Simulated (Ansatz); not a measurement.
Computed with frozen-core CCSD(T)/cc-pVTZ // PBE0-D3(BJ)/def2-TZVP (Ansatz, a quantum-chemistry and plane-wave program).

Ansatz 0.2 input:
```yaml
crystal:
  periodic: [false, false, false]
  atoms:
    - { symbol: Br, position_ang: [1.829039, -0.499478, 0.038105] }
    - { symbol: B, position_ang: [0.000028, 0.0, -0.000031] }
    - { symbol: Br, position_ang: [-0.482112, 1.834008, -0.010031] }
    - { symbol: Br, position_ang: [-1.346955, -1.334529, -0.028043] }
basis:
  gaussian: { orbitals: cc-pVTZ }
correlation:
  method: ccsd_t
```

Output:

```
Functional definition: HF
1036 factors; integrals over basis functions are off by at most 4.5e-4 eV
mean field evaluation 1: about -210674.0763 eV, gradient 1.9e1 eV
mean field evaluation 2: about -210674.1816 eV, gradient 1.9e1 eV
mean field evaluation 4: about -210675.4873 eV, gradient 2.2e0 eV
mean field evaluation 8: about -210675.5201 eV, gradient 8.7e-2 eV
mean field evaluation 16: about -210674.8937 eV, gradient 1.3e1 eV
mean field -210675.52012968 eV, -7742.1825637694 hartree, gradient 1.7e-6 eV, S^2 0.000000; 0 other end points of the search recorded, 0 dependent functions left out
28 core orbitals not correlated
reference -210675.52012968 eV, -7742.1825637694 hartree; 27, 27 occupied and 104, 104 virtual orbitals, 1036 factors
second order -21.02581193 eV of doubles, -0.00000000 eV of singles
cycle   1  -21.04773652 eV  change   -2.2e-2 eV  update   1.0e-1
cycle   2  -21.53673141 eV  change   -4.9e-1 eV  update   2.9e-2
cycle   3  -21.63434327 eV  change   -9.8e-2 eV  update   1.5e-2
cycle   4  -21.61473271 eV  change    2.0e-2 eV  update   4.7e-3
cycle   5  -21.61450820 eV  change    2.2e-4 eV  update   2.0e-3
cycle   6  -21.61446408 eV  change    4.4e-5 eV  update   4.2e-4
cycle   7  -21.61428876 eV  change    1.8e-4 eV  update   1.1e-4
cycle   8  -21.61433626 eV  change   -4.8e-5 eV  update   2.6e-5
perturbative correction -0.93550319 eV, -0.0343791083 hartree
Total energy: -210698.06996914 eV, -7743.0112550845 hartree
```

Cost: roughly 2.2 core-minutes.
